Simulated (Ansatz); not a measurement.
`CO[B-](OC)(OC)Oc1ccc(F)cc1`, 28 atoms. Hardware: 4 threads of Arm Neoverse V1 on a shared host.

Task: How many basis functions does each of these Ansatz runs have, and roughly what does it cost? PBE0-D4/def2-SVPD, charge -1 singlet, energy, from earlier orbitals; PBE-D4/def2-SVP, charge 0 doublet at the geometry of the charge -1 singlet, energy, from earlier orbitals; HF/STO-3G, charge -1 singlet, energy; PBE-D4/def2-SVP, charge 0 doublet, relaxation, 14 steps; PBE-D4/def2-SVP, charge -1 singlet, energy and forces, from earlier orbitals; PBE0-D4/def2-SVP, charge 0 doublet at the geometry of the charge -1 singlet, energy; PBE-D4/def2-SVP, charge -1 singlet, relaxation, 8 steps; PBE0-D4/def2-SVP, charge -1 singlet, energy, from earlier orbitals; HF/6-31G, charge -1 singlet, energy; PBE-D4/def2-SVPD, charge -1 singlet, energy, from earlier orbitals; PBE0-D4/def2-SVP, charge -1 triplet at the geometry of the charge -1 singlet, energy; PBE-D4/def2-SVP, charge 0 doublet, energy, from earlier orbitals.

Result: Other jobs shared the machine, so times can vary by a factor of up to 3. A dash marks memory too small to be measured apart from the calling script's.

```json
{"run": "HF/STO-3G, charge -1 singlet, energy", "functions": "88", "fitting or Cholesky vectors": "1288", "wall time": "1.2 s", "peak host memory (GiB)": "–"}
{"run": "HF/6-31G, charge -1 singlet, energy", "functions": "161", "fitting or Cholesky vectors": "2060", "wall time": "3.3 s", "peak host memory (GiB)": "–"}
{"run": "PBE-D4/def2-SVP, charge -1 singlet, energy and forces, from earlier orbitals", "functions": "275", "fitting or Cholesky vectors": "3050", "wall time": "8.5 s", "peak host memory (GiB)": "–"}
{"run": "PBE-D4/def2-SVP, charge 0 doublet, energy, from earlier orbitals", "functions": "275", "fitting or Cholesky vectors": "3050", "wall time": "14 s", "peak host memory (GiB)": "–"}
{"run": "PBE0-D4/def2-SVP, charge -1 singlet, energy, from earlier orbitals", "functions": "275", "fitting or Cholesky vectors": "3050", "wall time": "16 s", "peak host memory (GiB)": "1.7"}
{"run": "PBE-D4/def2-SVP, charge 0 doublet at the geometry of the charge -1 singlet, energy, from earlier orbitals", "functions": "275", "fitting or Cholesky vectors": "3050", "wall time": "16 s", "peak host memory (GiB)": "–"}
{"run": "PBE-D4/def2-SVPD, charge -1 singlet, energy, from earlier orbitals", "functions": "419", "fitting or Cholesky vectors": "3437", "wall time": "20 s", "peak host memory (GiB)": "1.2"}
{"run": "PBE0-D4/def2-SVP, charge 0 doublet at the geometry of the charge -1 singlet, energy", "functions": "275", "fitting or Cholesky vectors": "2782", "wall time": "39 s", "peak host memory (GiB)": "1.7"}
{"run": "PBE0-D4/def2-SVPD, charge -1 singlet, energy, from earlier orbitals", "functions": "419", "fitting or Cholesky vectors": "3437", "wall time": "40 s", "peak host memory (GiB)": "2.6"}
{"run": "PBE-D4/def2-SVP, charge -1 singlet, relaxation, 8 steps", "functions": "275", "fitting or Cholesky vectors": "3050", "wall time": "42 s", "peak host memory (GiB)": "–"}
{"run": "PBE0-D4/def2-SVP, charge -1 triplet at the geometry of the charge -1 singlet, energy", "functions": "275", "fitting or Cholesky vectors": "2782", "wall time": "52 s", "peak host memory (GiB)": "1.9"}
{"run": "PBE-D4/def2-SVP, charge 0 doublet, relaxation, 14 steps", "functions": "275", "fitting or Cholesky vectors": "3050", "wall time": "2.3 min", "peak host memory (GiB)": "–"}
```
